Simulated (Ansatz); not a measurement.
A short molecular-dynamics run on `C[NH][SnH2][NH]C`.

```yaml
crystal:
  periodic: [false, false, false]
  atoms:
    - {symbol: C, position_ang: [-1.769902, 1.137469, 0.874944]}
    - {symbol: N, position_ang: [-0.346318, 1.378360, 1.005604]}
    - {symbol: Sn, position_ang: [0.928029, -0.199047, 1.078501]}
    - {symbol: N, position_ang: [0.784849, -1.478179, -0.490198]}
    - {symbol: C, position_ang: [0.931131, -0.968243, -1.839362]}
    - {symbol: H, position_ang: [-2.335479, 2.054588, 1.071699]}
    - {symbol: H, position_ang: [-2.090614, 0.407024, 1.624332]}
    - {symbol: H, position_ang: [-2.088603, 0.756128, -0.106701]}
    - {symbol: H, position_ang: [-0.037813, 2.117315, 0.389220]}
    - {symbol: H, position_ang: [0.513301, -1.108797, 2.457970]}
    - {symbol: H, position_ang: [2.495224, 0.467779, 1.034565]}
    - {symbol: H, position_ang: [0.005905, -2.117940, -0.418694]}
    - {symbol: H, position_ang: [1.839618, -0.361656, -1.907835]}
    - {symbol: H, position_ang: [1.051821, -1.791681, -2.551453]}
    - {symbol: H, position_ang: [0.097051, -0.344020, -2.193293]}
basis:
  gaussian: {orbitals: def2-SVP}
hamiltonian: {xc: {name: revPBE}, dispersion: d3bj}
md: {timestep: 1 fs, n_steps: 30, ensemble: nvt_langevin, temperature: 1500, initial_velocities: maxwell_boltzmann, friction: 0.01, seed: 396}
```

```sh
$ ansatz run in.yaml --threads 4 --pin off --events-out ev --progress --plain --max-ram 11315MiB
```

```
step  time (fs)  potential energy (eV)  kinetic (eV)  T (K)  conserved (eV)
   0        0.0            -11043.8984        2.7145   1400               –
   1        1.0            -11043.6901        2.6185   1351               –
   2        2.0            -11043.2609        2.4822   1280               –
   3        3.0            -11042.9845        2.5021   1290               –
   4        4.0            -11042.8643        2.4896   1284               –
   5        5.0            -11042.7451        2.2121   1141               –
   6        6.0            -11042.6274        2.2277   1149               –
   7        7.0            -11042.5243        2.2559   1164               –
   8        8.0            -11042.4507        2.3028   1188               –
   9        9.0            -11042.4628        2.4312   1254               –
  10       10.0            -11042.6055        2.5468   1314               –
  11       11.0            -11042.8045        2.6551   1369               –
  12       12.0            -11042.8549        2.7003   1393               –
  13       13.0            -11042.6711        2.7333   1410               –
  14       14.0            -11042.5654        2.4721   1275               –
  15       15.0            -11042.6135        2.6180   1350               –
  16       16.0            -11042.6055        2.5114   1295               –
  17       17.0            -11042.5421        2.5638   1322               –
  18       18.0            -11042.4429        2.5159   1298               –
  19       19.0            -11042.3443        2.5118   1296               –
  20       20.0            -11042.3447        2.5840   1333               –
  21       21.0            -11042.4640        2.6717   1378               –
  22       22.0            -11042.6269        2.8856   1488               –
  23       23.0            -11042.6306        2.8646   1477               –
  24       24.0            -11042.3168        2.6726   1378               –
  25       25.0            -11042.1299        2.2568   1164               –
  26       26.0            -11042.3057        2.3563   1215               –
  27       27.0            -11042.4708        2.4715   1275               –
  28       28.0            -11042.4490        2.4439   1260               –
  29       29.0            -11042.3660        2.2994   1186               –
  30       30.0            -11042.2569        2.3491   1212               –
```

Velocities are drawn at the set temperature; a run this short doesn't reach equilibrium.

Frames (Å, forces in eV/Å):

```xyz
15
time=0.0 fs
C    -1.770    1.137    0.875    0.317    0.074    0.007
N    -0.346    1.378    1.006   -0.325    0.241    0.437
Sn    0.928   -0.199    1.079    0.393   -0.084    0.457
N     0.785   -1.478   -0.490    0.435   -0.263   -0.311
C     0.931   -0.968   -1.839   -0.057   -0.130    0.293
H    -2.335    2.055    1.072   -0.353    0.476    0.099
H    -2.091    0.407    1.624   -0.206   -0.383    0.377
H    -2.089    0.756   -0.107   -0.257   -0.214   -0.528
H    -0.038    2.117    0.389    0.238    0.503   -0.400
H     0.513   -1.109    2.458   -0.074   -0.174    0.269
H     2.495    0.468    1.035    0.303    0.126   -0.003
H     0.006   -2.118   -0.419   -0.516   -0.444    0.079
H     1.840   -0.362   -1.908    0.467    0.328   -0.075
H     1.052   -1.792   -2.551    0.069   -0.416   -0.428
H     0.097   -0.344   -2.193   -0.433    0.359   -0.272
15
time=2.0 fs
C    -1.768    1.134    0.907   -0.185   -4.669   -0.960
N    -0.355    1.363    0.997    0.551    1.533   -1.205
Sn    0.932   -0.194    1.078    1.006   -0.065    0.029
N     0.765   -1.470   -0.498   -0.399   -1.672    0.869
C     0.936   -0.993   -1.828    1.014    3.360    1.555
H    -2.270    2.004    1.125   -1.900    2.836    0.140
H    -2.151    0.408    1.728    0.728    0.658   -0.757
H    -2.166    0.592   -0.103    0.532    1.228    1.562
H    -0.044    1.969    0.180   -0.440   -0.471    1.074
H     0.449   -1.086    2.406   -0.105   -0.441    0.691
H     2.521    0.517    1.004   -0.167   -0.117    0.046
H    -0.052   -2.116   -0.367    0.735    0.557   -0.351
H     1.902   -0.365   -1.943   -0.941   -0.672    0.291
H     0.988   -1.703   -2.560    0.289   -2.938   -2.383
H     0.124   -0.334   -2.123   -0.718    0.872   -0.601
15
time=4.0 fs
C    -1.766    1.115    0.941   -2.388   -3.386   -0.194
N    -0.367    1.351    0.983    1.205    1.634   -2.583
Sn    0.936   -0.188    1.079    1.469   -0.064   -0.034
N     0.746   -1.462   -0.501   -0.716   -2.462    1.627
C     0.942   -1.005   -1.812    0.512    2.744   -1.394
H    -2.260    2.055    1.175   -0.936    0.623   -0.592
H    -2.179    0.413    1.809    1.137    0.989   -1.062
H    -2.234    0.455   -0.045    0.915    1.963    1.913
H    -0.067    1.784    0.011   -0.800   -0.371    2.150
H     0.358   -1.076    2.359   -0.065   -0.568    0.881
H     2.530    0.602    0.977   -0.549   -0.409    0.108
H    -0.096   -2.105   -0.336    1.311    0.973   -0.607
H     1.939   -0.393   -1.958   -1.283   -0.923    0.489
H     0.939   -1.701   -2.654    0.074   -1.039   -0.114
H     0.127   -0.281   -2.068    0.114    0.297   -0.587
15
time=6.0 fs
C    -1.772    1.089    0.972   -3.198   -0.310    0.028
N    -0.371    1.346    0.962    0.814    1.137   -3.048
Sn    0.939   -0.180    1.081    1.561   -0.393    0.348
N     0.725   -1.460   -0.502    0.193   -1.945    1.703
C     0.949   -1.010   -1.802   -0.919    1.823   -3.412
H    -2.304    2.143    1.198    0.297   -1.971   -1.090
H    -2.156    0.451    1.829    0.818    0.414    0.044
H    -2.266    0.371    0.085    0.947    2.111    1.255
H    -0.111    1.583   -0.089   -0.736    0.332    2.190
H     0.270   -1.082    2.344    0.169   -0.377    0.611
H     2.522    0.685    0.944   -0.725   -0.649    0.171
H    -0.104   -2.066   -0.340    0.469    0.314   -0.438
H     1.935   -0.453   -1.955   -0.565   -0.563    0.424
H     0.893   -1.739   -2.741    0.062    0.601    1.854
H     0.141   -0.202   -2.027    0.813   -0.524   -0.641
15
time=8.0 fs
C    -1.790    1.067    1.002   -1.639    2.369   -0.079
N    -0.372    1.347    0.931   -0.210    0.588   -2.605
Sn    0.942   -0.172    1.083    1.319   -0.726    0.783
N     0.705   -1.464   -0.497    2.111   -0.413    1.139
C     0.957   -1.011   -1.799   -2.933    0.708   -3.024
H    -2.355    2.161    1.191    0.696   -2.592   -1.021
H    -2.089    0.511    1.854    0.052   -0.684    2.180
H    -2.266    0.343    0.267    0.248    1.122   -0.535
H    -0.186    1.400   -0.129   -0.344    1.006    1.249
H     0.203   -1.092    2.354    0.469   -0.088    0.238
H     2.496    0.754    0.901   -0.709   -0.801    0.233
H    -0.102   -2.013   -0.368   -1.540   -1.087    0.026
H     1.909   -0.541   -1.930    1.513    0.424    0.061
H     0.850   -1.769   -2.740    0.101    1.079    2.074
H     0.196   -0.133   -2.003    0.866   -0.905   -0.720
15
time=10.0 fs
C    -1.818    1.050    1.038    1.008    4.248    2.245
N    -0.375    1.354    0.896   -1.312    0.329   -1.145
Sn    0.947   -0.164    1.084    0.846   -0.906    0.985
N     0.695   -1.470   -0.487    1.560   -0.453    0.861
C     0.961   -1.008   -1.801   -2.742    0.992   -1.116
H    -2.397    2.076    1.152    0.521   -1.751   -0.618
H    -2.000    0.545    1.948   -0.134   -0.584    2.334
H    -2.244    0.347    0.428   -1.426   -1.770   -3.088
H    -0.280    1.259   -0.126    0.118    1.229   -0.608
H     0.159   -1.110    2.359    0.694    0.146    0.009
H     2.457    0.798    0.844   -0.525   -0.831    0.300
H    -0.147   -1.993   -0.396   -1.126   -0.730    0.095
H     1.939   -0.624   -1.903    2.004    0.609   -0.100
H     0.817   -1.745   -2.645   -0.065    0.149    0.577
H     0.271   -0.098   -1.996    0.579   -0.679   -0.732
15
time=12.0 fs
C    -1.844    1.047    1.082    2.680   -0.732    3.416
N    -0.374    1.364    0.859   -2.168    0.348   -1.022
Sn    0.952   -0.157    1.087    0.055   -1.151    0.940
N     0.691   -1.482   -0.474   -0.649   -1.229    0.541
C     0.961   -1.008   -1.805    0.554    2.525    1.640
H    -2.436    1.930    1.085   -0.921    1.338   -0.110
H    -1.912    0.558    2.121   -0.210    0.742   -0.656
H    -2.253    0.286    0.483   -0.827   -1.340   -1.748
H    -0.362    1.180   -0.156    0.274    1.130   -0.654
H     0.148   -1.126    2.358    0.792    0.304   -0.073
H     2.390    0.796    0.800    0.033   -0.574    0.293
H    -0.234   -1.988   -0.418    0.975    0.541    0.054
H     2.032   -0.701   -1.888   -0.130   -0.054   -0.067
H     0.778   -1.716   -2.543   -0.511   -1.936   -1.933
H     0.356   -0.093   -2.022    0.053    0.088   -0.622
15
time=14.0 fs
C    -1.861    1.042    1.140    3.441   -5.078    2.158
N    -0.379    1.371    0.823   -2.813    0.068   -1.768
Sn    0.958   -0.150    1.092   -0.925   -1.490    0.843
N     0.684   -1.499   -0.460   -1.528   -0.871    0.040
C     0.969   -0.999   -1.805    2.131    0.655    1.435
H    -2.500    1.830    1.012   -1.940    2.962   -0.124
H    -1.850    0.596    2.281   -0.531    1.195   -2.301
H    -2.284    0.172    0.486    0.505    0.899    0.773
H    -0.424    1.139   -0.220    0.300    1.191    0.663
H     0.164   -1.134    2.358    0.806    0.395   -0.069
H     2.328    0.763    0.771    0.833   -0.085    0.192
H    -0.304   -1.956   -0.419    1.875    0.915    0.016
H     2.120   -0.780   -1.880   -1.593   -0.280   -0.087
H     0.713   -1.745   -2.511   -0.221   -1.277   -1.440
H     0.441   -0.087   -2.089   -0.340    0.802   -0.330
15
time=16.0 fs
C    -1.864    1.012    1.206    0.791   -1.743   -0.445
N    -0.389    1.376    0.785   -3.016   -0.204   -1.491
Sn    0.963   -0.145    1.095   -1.644   -1.587    0.641
N     0.674   -1.515   -0.445   -0.261    0.428   -0.581
C     0.985   -0.990   -1.800    1.200   -2.066   -0.377
H    -2.619    1.833    0.949    0.913   -0.387    0.708
H    -1.821    0.682    2.359   -0.585    0.744   -2.216
H    -2.274    0.090    0.501    0.732    1.498    1.813
H    -0.476    1.153   -0.272    0.299    1.043    1.252
H     0.198   -1.135    2.347    0.719    0.385    0.071
H     2.297    0.725    0.752    1.499    0.347    0.073
H    -0.305   -1.887   -0.412    0.684    0.291    0.004
H     2.153   -0.866   -1.893   -1.721   -0.221   -0.019
H     0.633   -1.819   -2.528    0.694    1.044    0.410
H     0.534   -0.049   -2.165   -0.304    0.429    0.157
15
time=18.0 fs
C    -1.859    0.970    1.271   -0.224    1.417   -4.038
N    -0.407    1.376    0.745   -2.687   -0.213    0.063
Sn    0.967   -0.141    1.096   -1.835   -1.244    0.341
N     0.661   -1.523   -0.428    2.047    1.556   -1.192
C     1.005   -0.989   -1.801   -1.109   -2.862   -0.888
H    -2.704    1.840    0.930    2.166   -1.739    1.274
H    -1.807    0.798    2.352   -0.382   -0.200    0.197
H    -2.220    0.087    0.574    0.291    0.779    1.794
H    -0.523    1.204   -0.290    0.167    0.592    0.589
H     0.263   -1.138    2.341    0.549    0.321    0.274
H     2.300    0.698    0.745    1.726    0.507    0.028
H    -0.292   -1.810   -0.391   -1.455   -0.453   -0.049
H     2.113   -0.965   -1.918   -0.163   -0.098    0.004
H     0.567   -1.860   -2.527    1.125    1.899    0.931
H     0.627   -0.010   -2.229   -0.216   -0.263    0.673
15
time=20.0 fs
C    -1.856    0.928    1.323    0.371    4.663   -5.359
N    -0.432    1.373    0.704   -2.059   -0.221    2.185
Sn    0.969   -0.137    1.097   -1.156   -0.266   -0.337
N     0.652   -1.527   -0.413    1.654    1.340   -1.401
C     1.020   -1.003   -1.801   -3.389   -2.472   -0.566
H    -2.722    1.781    0.975    2.151   -1.637    1.089
H    -1.808    0.917    2.352    0.021   -0.602    2.888
H    -2.172    0.122    0.711   -0.763   -2.005    0.106
H    -0.558    1.276   -0.300   -0.124    0.111   -0.731
H     0.359   -1.122    2.352    0.302    0.146    0.571
H     2.357    0.687    0.732    1.077    0.174    0.172
H    -0.328   -1.758   -0.368   -0.898   -0.236   -0.183
H     2.060   -1.078   -1.950    2.098   -0.154   -0.080
H     0.537   -1.830   -2.510    0.937    1.534    0.730
H     0.709   -0.003   -2.257   -0.222   -0.373    0.917
15
time=22.0 fs
C    -1.857    0.898    1.358    1.991    6.099   -1.268
N    -0.461    1.372    0.665   -1.646   -0.483    2.653
Sn    0.970   -0.133    1.097   -0.284    0.725   -0.889
N     0.653   -1.525   -0.400   -0.897    0.481   -1.431
C     1.019   -1.030   -1.800   -0.905   -0.931    0.788
H    -2.674    1.663    1.074    0.921   -0.406    0.139
H    -1.815    1.024    2.439    0.312   -0.844    0.515
H    -2.160    0.082    0.854   -1.420   -4.253   -1.024
H    -0.589    1.337   -0.345   -0.243   -0.108   -0.541
H     0.459   -1.108    2.387    0.156    0.084    0.663
H     2.455    0.682    0.726    0.076   -0.279    0.371
H    -0.405   -1.721   -0.351    1.561    0.260   -0.283
H     2.074   -1.204   -1.979    0.983    0.100    0.166
H     0.548   -1.736   -2.475   -0.448   -0.555   -0.731
H     0.767   -0.028   -2.250   -0.157    0.109    0.871
15
time=24.0 fs
C    -1.854    0.879    1.388    4.345   -0.867   -0.119
N    -0.493    1.365    0.635   -1.596   -0.585    1.478
Sn    0.972   -0.128    1.097    0.312    1.203   -1.120
N     0.655   -1.521   -0.394   -1.661    0.094   -1.546
C     1.017   -1.060   -1.803    2.857    0.330    2.650
H    -2.591    1.535    1.187   -3.181    3.035   -1.624
H    -1.822    1.102    2.533    0.665   -1.338   -1.378
H    -2.190   -0.095    0.947    0.057   -0.088    1.094
H    -0.634    1.409   -0.420   -0.100   -0.369    1.274
H     0.560   -1.089    2.442    0.082    0.160    0.512
H     2.558    0.668    0.745   -0.662   -0.508    0.449
H    -0.433   -1.672   -0.344    2.125    0.217   -0.284
H     2.139   -1.326   -1.994   -1.336    0.754    0.432
H     0.548   -1.662   -2.473   -1.987   -2.547   -2.473
H     0.801   -0.046   -2.205    0.079    0.510    0.653
15
time=26.0 fs
C    -1.835    0.861    1.412    3.137   -2.250   -0.373
N    -0.529    1.352    0.604   -1.366   -0.748    1.618
Sn    0.977   -0.122    1.097    0.622    1.213   -1.022
N     0.650   -1.517   -0.392    0.055    0.113   -1.676
C     1.027   -1.085   -1.807    1.636   -1.430    0.655
H    -2.597    1.512    1.227   -2.937    2.220   -1.604
H    -1.805    1.133    2.572    0.859   -1.395   -1.746
H    -2.210   -0.272    1.062    0.760    2.383    1.402
H    -0.686    1.456   -0.453   -0.080   -0.596    1.603
H     0.650   -1.062    2.512    0.039    0.342    0.159
H     2.632    0.635    0.773   -1.006   -0.518    0.424
H    -0.384   -1.605   -0.347    0.252   -0.173   -0.223
H     2.169   -1.414   -2.002   -2.026    1.081    0.430
H     0.483   -1.682   -2.557   -0.304   -0.372    0.002
H     0.821   -0.034   -2.127    0.359    0.130    0.350
15
time=28.0 fs
C    -1.805    0.833    1.432   -1.168    0.647   -1.738
N    -0.567    1.337    0.582   -0.611   -1.372    3.885
Sn    0.982   -0.116    1.097    0.831    1.172   -0.918
N     0.643   -1.511   -0.393    2.641   -0.049   -1.706
C     1.046   -1.112   -1.815   -1.049   -1.862   -0.252
H    -2.688    1.567    1.211    0.856   -1.225   -0.284
H    -1.748    1.095    2.549    0.818   -0.835   -0.987
H    -2.223   -0.343    1.231    1.024    2.710    0.616
H    -0.723    1.474   -0.412   -0.439   -0.442   -0.475
H     0.741   -1.012    2.579   -0.058    0.416   -0.099
H     2.682    0.605    0.824   -1.160   -0.466    0.323
H    -0.337   -1.544   -0.362   -2.433   -0.358   -0.129
H     2.117   -1.460   -1.998   -0.781    0.757    0.149
H     0.406   -1.725   -2.642    1.078    1.068    1.747
H     0.853   -0.032   -2.044    0.450   -0.162   -0.132
15
time=30.0 fs
C    -1.781    0.801    1.444   -2.841    1.764   -3.075
N    -0.609    1.319    0.574    0.029   -1.687    4.310
Sn    0.987   -0.108    1.096    0.761    1.051   -0.863
N     0.645   -1.504   -0.398    0.615   -0.614   -1.490
C     1.057   -1.142   -1.830   -4.716   -0.404    0.423
H    -2.762    1.574    1.198    2.097   -2.133    0.363
H    -1.679    1.024    2.492    0.881    0.221    1.082
H    -2.213   -0.318    1.418    0.923    1.692   -0.506
H    -0.767    1.478   -0.402   -0.536   -0.407   -1.079
H     0.822   -0.940    2.634   -0.183    0.370   -0.239
H     2.702    0.560    0.893   -1.081   -0.315    0.157
H    -0.372   -1.510   -0.403   -0.631   -0.238    0.016
H     2.019   -1.484   -1.984    2.902   -0.509   -0.528
H     0.371   -1.718   -2.684    1.332    1.193    2.087
H     0.892   -0.052   -1.966    0.448    0.017   -0.657
```

Run time 50 s (4 threads of an Arm Neoverse V2 on a shared host); peak host memory 0.57 GiB.
